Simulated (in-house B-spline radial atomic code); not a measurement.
# RPA and G0W0 on BLYP: Sr2+

Configuration [Ar] 3d10 4s2 4p6, mean-field start BLYP. Computed with an all-electron radial atomic-structure program (B-spline basis): all electrons, non-relativistic, point nucleus, each spin shell either full or empty, empty states to l = 9 with an (l + 1/2)⁻⁴ tail; G0W0 by contour deformation at full frequency.

Without relativity these are model numbers: it shifts the levels of so heavy an element strongly and can reorder them.

Command:
```bash
python run_gw.py task.json out
```
Settings (radii: box in bohr, nucleus in fm):
```
Z                        38
electrons                36
configuration            [Ar] 3d10 4s2 4p6
hamiltonian              nr
method                   b88,lyp
lmax                     9
spin_polarised           False
box_radius               17.55
intervals                53
```

Cost of the run: 2.6 s on 1 thread of Arm Neoverse N1, on a shared host.

Energies (hartree):

```csv
term,value
mean-field total,-3132.80131
Hartree-Fock functional on these orbitals,-3130.96766
direct second order,-3.0456
second-order exchange,0.87081
SOSEX correction,0.80378
```

(1) What is the RPA correlation energy, and what remains with SOSEX?

Quasi-particle levels (eV):

```csv
level,occupied,mean field,Σx - vxc,Σc,QP weight,G0W0
4p,yes,-36.26,-6.61,?,?,?
5s,no,-13.683,3.82,-1.00,0.977,-10.858
```

G0W0 = mean field + (Σx - vxc) + Σc, with Σc (partial-wave tail included) taken at the quasi-particle energy. Only the outer levels were computed. Levels of low weight are left out.

(2) Where does G0W0 put 4p?

Results:

(1) RPA gives -2.6582 hartree (-2.01 eV per electron); RPA + SOSEX gives -1.8544, and the second-order doubles -2.1748 hartree (no singles). RPA lacks exchange-type terms and so overcorrelates at short range.

(2) At -43.11 eV, with Σc = -0.24 eV and a quasi-particle weight of 0.923. The tabulated removal energy is 42.884 eV (NIST, measured); the calculation leaves out relativity, Breit and QED terms, and what these don't explain is the method's own error.
